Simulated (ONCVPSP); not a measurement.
# Before and after: ONCV potential for mercury (Hg)

ONCVPSP 4.0.1 input, shortened (lines: element, Z, core and valence counts, functional; n l f; lmax; l rc ep ncon nbas qcut; lloc lpopt rc5 dvloc0; l nproj debl; icmod fcfact rcfact), PBE, scalar-relativistic:

```
  Hg 80.00   10    4        4      upf
    1    0    2.00
    2    0    2.00
    2    1    6.00
    3    0    2.00
    3    1    6.00
    3    2   10.00
    4    0    2.00
    4    1    6.00
    4    2   10.00
    4    3   14.00
    5    0    2.00
    5    1    6.00
    5    2   10.00
    6    0    1.00
    3
    0    1.35    0.00    3    7   10.40
    1    1.60    0.00    4    8    7.20
    2    1.75    0.00    4    9    9.50
    3    1.65    0.03    4    9    7.50
    4    5    0.95    2.00
    0    2    1.80
    1    2    2.60
    2    2    3.80
    3    1    3.80
    3    5.50    1.65
```

In the p channel the program set the typed energies aside and used -2.779, 0.250 Ha.

Change: p: rc 1.08.

Cutoffs: the cutoffs (Ha) at which the residual kinetic energy of the hardest occupied pseudo-wave falls to 1 and 0.1 mHa per electron; they do not see the model core or the augmentation charge, which bear on the density cutoff. Errors are all-electron minus pseudo energies relative to the spin-unpolarised reference configuration.

Q: What does the change do?

A: The potential gets harder (38 Ha and 43 Ha → 153 Ha and 181 Ha); the errors of the 4 common tests hardly move; neither file shows a bound ghost. A smaller radius makes the pseudo-wave follow the all-electron one further in, where it bends more sharply, so more plane waves are needed.

| quantity | base | changed |
| --- | --- | --- |
| cutoff, loose | 38 Ha | 153 Ha |
| cutoff, tight | 43 Ha | 181 Ha |
| loose cutoff by channel | s 38 Ha, p 16 Ha, d 24 Ha | s 38 Ha, p 153 Ha, d 24 Ha |
| bound ghosts | none | none |
| GHOST(+) flags under 300 eV | s at 76.8 eV, p at 250.9 eV | s at 76.8 eV |
| error for 5s2 5p6 5d10 6s2, meV [ΔE -10.69 eV] | +1.1 | +1.1 |
| error for 5s2 5p6 5d10 6s0, meV [ΔE 18.98 eV] | -11 | -11 |
| error for 5s2 5p6 5d9 6s0, meV [ΔE 54.50 eV] | -27 | -28 |
| error for 5s2 5p6 5d9 6s2 6p1, meV [ΔE -0.32 eV] | -13 | -13 |
| s: phases at 1.37 bohr within 0.05 rad from the reference energy up to (Ha; the scan ends near 5) | 2.5 | 2.5 |
| d: phases at 1.77 bohr within 0.05 rad from the reference energy up to (Ha; the scan ends near 5) | to the end of the scan | to the end of the scan |
| f: phases at 1.67 bohr within 0.05 rad from the reference energy up to (Ha; the scan ends near 5) | n/a | n/a |
| rms error of d²Exc/dni dnj with the model core, mHa | 3.89 | 3.79 |
